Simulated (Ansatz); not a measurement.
`F[SiH](F)Br` + `O=C([SiH3])C=[Se]` → `O=C([SiH3])[SiH](F)F` + `[Se]=CBr`  (redistribution)

Program: Ansatz. Geometries: PBE0-D4/def2-TZVP. ΔE: electronic, gas phase. CCSD(T)/CBS is the MP2 limit (def2-TZVPP, def2-QZVPP) plus CCSD(T) − MP2 in def2-TZVPP, frozen cores. DFT in def2-TZVPP. For Br, Se outer-core shells are correlated without core-valence functions, which leaves a few kJ/mol of doubt a bond. Scalar relativity is left out up to krypton. Each species was taken in one conformer, which may not be the lowest.

```json
{"level": "r2SCAN-D4", "ΔE (kJ/mol)": "165.3", "difference from CCSD(T)/CBS": "-7.4"}
{"level": "PBE0-D4", "ΔE (kJ/mol)": "166.1", "difference from CCSD(T)/CBS": "-6.6"}
{"level": "ωB97X-V", "ΔE (kJ/mol)": "167.6", "difference from CCSD(T)/CBS": "-5.1"}
{"level": "ωB97M-V", "ΔE (kJ/mol)": "169.2", "difference from CCSD(T)/CBS": "-3.5"}
{"level": "B2PLYP", "ΔE (kJ/mol)": "162.1", "difference from CCSD(T)/CBS": "-10.6"}
{"level": "PBE", "ΔE (kJ/mol)": "150.8", "difference from CCSD(T)/CBS": "-21.9"}
{"level": "PBE0", "ΔE (kJ/mol)": "164.8", "difference from CCSD(T)/CBS": "-7.9"}
{"level": "HF/def2-TZVPP", "ΔE (kJ/mol)": "180.2", "difference from CCSD(T)/CBS": "7.5"}
{"level": "MP2/def2-TZVPP", "ΔE (kJ/mol)": "172.9", "difference from CCSD(T)/CBS": "0.2"}
{"level": "SCS-MP2/def2-TZVPP", "ΔE (kJ/mol)": "168.7", "difference from CCSD(T)/CBS": "-4.0"}
{"level": "CCSD/def2-TZVPP", "ΔE (kJ/mol)": "169.8", "difference from CCSD(T)/CBS": "-2.9"}
{"level": "CCSD(T)/def2-TZVPP", "ΔE (kJ/mol)": "168.5", "difference from CCSD(T)/CBS": "-4.2"}
{"level": "MP2/def2-QZVPP", "ΔE (kJ/mol)": "175.3", "difference from CCSD(T)/CBS": "2.6"}
{"level": "SCS-MP2/def2-QZVPP", "ΔE (kJ/mol)": "171.0", "difference from CCSD(T)/CBS": "-1.7"}
{"level": "HF/CBS(def2)", "ΔE (kJ/mol)": "180.0", "difference from CCSD(T)/CBS": "7.3"}
{"level": "CCSD/CBS(def2)", "ΔE (kJ/mol)": "174.1", "difference from CCSD(T)/CBS": "1.4"}
{"level": "CCSD(T)/CBS", "ΔE (kJ/mol)": "172.7", "difference from CCSD(T)/CBS": "0"}
```

Largest T1 diagnostic among the species: 0.015.

In def2-TZVPP, CCSD(T) changes the Hartree–Fock value by −11.7 kJ/mol (the triples alone add −1.4 kJ/mol) and MP2 by −7.3 kJ/mol. From PBE to PBE0 (25 % exact exchange), in def2-TZVPP and without D4, ΔE moves by +14.0 kJ/mol.
